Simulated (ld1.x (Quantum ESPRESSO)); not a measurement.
**Ce (Z = 58) ultrasoft: all-electron and pseudo phase curves**

```json
{
  "Element": "Ce",
  "Generator": "ld1.x (Quantum ESPRESSO) 7.5",
  "Type": "ultrasoft",
  "Functional": "PBE",
  "Relativity": "fully relativistic",
  "Frozen core": "[Kr] 4d10",
  "Valence charge": "12",
  "Reference configuration": "4f1 5s2 5p6 5d1 6s1 6p0 (charge +1)",
  "Partial waves": "5s (bound): rcut 1.90, rcutus 2.15 bohr; 6s (bound): rcut 1.90, rcutus 2.15 bohr; 5p (bound): rcut 2.25, rcutus 2.40 bohr; 6p (bound, empty): rcut 2.25, rcutus 2.40 bohr; 5d (bound): rcut 3.05, rcutus 3.90 bohr; 5d channel at 2.8 Ry: rcut 3.05, rcutus 3.90 bohr; 4f (bound): rcut 0.95, rcutus 1.30 bohr; 4f channel at 3.5 Ry: rcut 0.95, rcutus 1.30 bohr",
  "Local potential": "all-electron potential smoothed inside 2.20 bohr (lloc = -2)",
  "Core correction": "a·sin(br)/r model core inside 0.70 bohr",
  "Augmentation charge": "built from norm-conserving waves at rcut, not smoothed further"
}
```

Open shells are filled in proportion to 2j + 1 (rel_dist='average').

The phase is arctan(r·u′/u) with u = r·R(r), unwrapped; energies in Ry, scanned from -5 to 5 Ry. A pole is an energy at which the radial function vanishes at the test radius. The pseudo phase is shifted by a multiple of π to meet the all-electron one at the reference energy, and phase errors are pseudo minus all-electron; the curves can meet again beyond the range given. Levels narrower than the energy grid can be missing from the lists of poles. n/a: not evaluated, since a narrow level or a reset projector energy made the automatic matching unsafe.

Task: For each channel, where are the poles, and over which energies does the pseudopotential scatter like the atom?

Result:

```tsv
channel	radius (bohr)	reference energy (Ry)	poles, all-electron	poles, pseudo	unbroken range about the reference energy with phases within 0.05 rad	phase error 1 Ry above the reference energy (rad)
s	4.25	-0.62	0.05, 3.53	0.47	n/a	n/a
p1/2	4.25	-0.42	-2.27, 0.61, 4.23	-2.32, 1.17	n/a	n/a
p3/2	4.25	-0.39	-2.06, 0.74, 4.43	-2.11, 1.46	not even at the reference energy	+0.134
d3/2	4.25	-0.64	-0.49, 1.92	-0.51, 4.29	not even at the reference energy	+0.424
d5/2	4.25	-0.62	-0.46, 1.95	-0.48, 4.30	not even at the reference energy	+0.402
f5/2	4.25	-0.84	-0.83, 1.14, 3.85	1.10, 3.80	not even at the reference energy	-0.111
f7/2	4.25	-0.82	-0.80, 1.15, 3.86	-0.89, 1.11, 3.81	not even at the reference energy	-0.125
```

A Bessel basis up to 400 Ry misses an occupied level by 0.48 Ry, so cutoffs and ghosts were not judged. The potential misses its own reference levels by up to 1.1 eV, so it is not fit for use.

Phases in the d3/2 channel:

| E (Ry) | all-electron | pseudo |
| --- | --- | --- |
| -5.00 | 1.460 | 1.460 |
| -4.74 | 1.457 | 1.457 |
| -4.48 | 1.453 | 1.453 |
| -4.22 | 1.449 | 1.449 |
| -3.96 | 1.444 | 1.445 |
| -3.70 | 1.440 | 1.440 |
| -3.44 | 1.434 | 1.435 |
| -3.18 | 1.427 | 1.428 |
| -2.92 | 1.420 | 1.421 |
| -2.66 | 1.411 | 1.412 |
| -2.40 | 1.400 | 1.402 |
| -2.14 | 1.386 | 1.389 |
| -1.88 | 1.368 | 1.373 |
| -1.62 | 1.344 | 1.349 |
| -1.36 | 1.305 | 1.312 |
| -1.10 | 1.228 | 1.236 |
| -0.84 | 0.924 | 0.845 |
| -0.58 | -1.394 | -1.476 |
| -0.32 | -1.710 | -1.691 |
| -0.06 | -1.851 | -1.776 |
| 0.20 | -2.055 | -1.852 |
| 0.46 | -2.671 | -1.953 |
| 0.72 | -3.957 | -2.126 |
| 0.98 | -4.404 | -2.504 |
| 1.24 | -4.557 | -3.315 |
| 1.50 | -4.636 | -4.007 |
| 1.76 | -4.687 | -4.302 |
| 2.02 | -4.728 | -4.441 |
| 2.28 | -4.764 | -4.520 |
| 2.54 | -4.803 | -4.572 |
| 2.80 | -4.852 | -4.608 |
| 3.06 | -4.927 | -4.635 |
| 3.32 | -5.082 | -4.656 |
| 3.58 | -5.634 | -4.674 |
| 3.84 | -7.102 | -4.690 |
| 4.10 | -7.538 | -4.703 |
| 4.36 | -7.671 | -4.716 |
| 4.62 | -7.736 | -4.728 |
| 4.88 | -7.775 | -4.739 |
